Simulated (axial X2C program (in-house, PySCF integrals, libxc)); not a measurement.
## Outer orbitals of CoBr⁺ at 2.151 Å, HF

All values were computed with an in-house all-electron X2C program for linear molecules (integrals from PySCF). Spin-free means the one-electron spin-free X2C Hamiltonian; two-component (2c) means X2C with spin–orbit coupling and atomic mean-field two-electron Coulomb and Gaunt terms, so the difference of the two also holds small scalar two-electron terms. Basis: Br dyall-cv3z [8s9p6d4f1g], Co dyall-cv3z [9s10p6d3f2g] (cores contracted in-house); Gaussian nuclei, density fitting, unrestricted open shells. Masses: Br 78.918 u, Co 58.933 u.

The distance is close to the 2c PBE0 minimum; the highest filled and lowest empty levels are listed.

Spin-free orbitals, state M_S = 3/2, Λ = 2 (beyond evenly filled blocks: π+α, π-α, δ+α, δ+β, δ-α) (Löwdin shares):

```json
{"symmetry": "σα", "occupied": "yes", "ε (eV)": "-33.25", "atomic character": "75% Br s, 10% Co d, 8% Co p"}
{"symmetry": "σβ", "occupied": "yes", "ε (eV)": "-33.12", "atomic character": "77% Br s, 9% Co p, 8% Co d"}
{"symmetry": "π+α", "occupied": "yes", "ε (eV)": "-28.80", "atomic character": "99% Co d"}
{"symmetry": "π-α", "occupied": "yes", "ε (eV)": "-28.80", "atomic character": "99% Co d"}
{"symmetry": "δ-α", "occupied": "yes", "ε (eV)": "-28.01", "atomic character": "100% Co d"}
{"symmetry": "δ+α", "occupied": "yes", "ε (eV)": "-28.01", "atomic character": "100% Co d"}
{"symmetry": "σα", "occupied": "yes", "ε (eV)": "-27.11", "atomic character": "91% Co d, 5% Br s"}
{"symmetry": "σβ", "occupied": "yes", "ε (eV)": "-24.41", "atomic character": "91% Co d, 4% Br p, 4% Br s"}
{"symmetry": "δ+β", "occupied": "yes", "ε (eV)": "-24.29", "atomic character": "100% Co d"}
{"symmetry": "σα", "occupied": "yes", "ε (eV)": "-17.96", "atomic character": "72% Br p, 19% Co s, 4% Co p"}
{"symmetry": "σβ", "occupied": "yes", "ε (eV)": "-17.83", "atomic character": "73% Br p, 16% Co s, 4% Co p"}
{"symmetry": "π+β", "occupied": "yes", "ε (eV)": "-16.69", "atomic character": "86% Br p, 8% Co d, 6% Co p"}
{"symmetry": "π-β", "occupied": "yes", "ε (eV)": "-16.68", "atomic character": "87% Br p, 8% Co d, 5% Co p"}
{"symmetry": "π-α", "occupied": "yes", "ε (eV)": "-16.60", "atomic character": "90% Br p, 6% Co p, 4% Co d"}
{"symmetry": "π+α", "occupied": "yes", "ε (eV)": "-16.60", "atomic character": "90% Br p, 6% Co p, 4% Co d"}
{"symmetry": "σα", "occupied": "no", "ε (eV)": "-7.15", "atomic character": "57% Co s, 33% Co p, 8% Br p"}
{"symmetry": "σβ", "occupied": "no", "ε (eV)": "-6.70", "atomic character": "61% Co s, 32% Co p, 6% Br p"}
{"symmetry": "π+β", "occupied": "no", "ε (eV)": "-3.81", "atomic character": "81% Co p, 17% Co d"}
{"symmetry": "π+α", "occupied": "no", "ε (eV)": "-3.79", "atomic character": "90% Co p, 4% Br p, 4% Co d"}
{"symmetry": "π-α", "occupied": "no", "ε (eV)": "-3.79", "atomic character": "90% Co p, 4% Br p, 4% Co d"}
```

Spinors with spin–orbit coupling (state Ω = 7/2):

```csv
ω,occupied,ε (eV),atomic character,λ mixture
1/2,yes,-33.26,"75% Br s, 10% Co d, 8% Co p",100% σ
-1/2,yes,-33.13,"77% Br s, 9% Co p, 8% Co d",100% σ
-1/2,yes,-28.83,99% Co d,100% π
3/2,yes,-28.74,99% Co d,100% π
-3/2,yes,-28.09,100% Co d,100% δ
5/2,yes,-27.90,100% Co d,100% δ
1/2,yes,-27.10,"91% Co d, 5% Br s",100% σ
-1/2,yes,-24.41,"91% Co d, 4% Br p, 4% Br s",100% σ
3/2,yes,-24.37,100% Co d,100% δ
1/2,yes,-18.02,"73% Br p, 18% Co s, 4% Co p","94% σ, 6% π"
-1/2,yes,-17.88,"74% Br p, 15% Co s, 4% Co p","96% σ, 4% π"
1/2,yes,-16.81,"85% Br p, 7% Co d, 5% Co p","94% π, 6% σ"
-1/2,yes,-16.74,"89% Br p, 6% Co p, 4% Co d","96% π, 4% σ"
-3/2,yes,-16.50,"86% Br p, 8% Co d, 6% Co p",100% π
3/2,yes,-16.42,"89% Br p, 6% Co p, 4% Co d",100% π
1/2,no,-7.15,"57% Co s, 33% Co p, 8% Br p",100% σ
-1/2,no,-6.69,"61% Co s, 32% Co p, 6% Br p",100% σ
1/2,no,-3.82,"82% Co p, 16% Co d",100% π
-1/2,no,-3.81,"90% Co p, 4% Br p, 4% Co d",100% π
```

How does the gap between the highest filled and lowest empty level change from the spin-free to the 2c table?

From 9.45 to 9.27 eV at HF, a change of -0.18 eV.

Mulliken charges and populations of the two-component result (they depend on the basis, above all on diffuse functions):

Br -0.25 e (s 7.99 p 17.21 d 10.04), Co 1.25 e (s 6.42 p 12.24 d 7.09). ⟨Lz⟩ = 2.00 ħ and ⟨Sz⟩ = 1.50 ħ (0.01 and 1.49 on the two atoms), which add up to Ω.

The state is a single determinant with fixed occupations, the lowest that a limited PBE0 search found. PBE0 can misorder states that lie within some tenths of an eV, so this need not be the ground state of the molecule. The nearest other spin-free determinant of the search, M_S = 3/2, Λ = 3, lies 0.13 eV up at the distance of the search. With several unpaired electrons one determinant need not be a pure state.
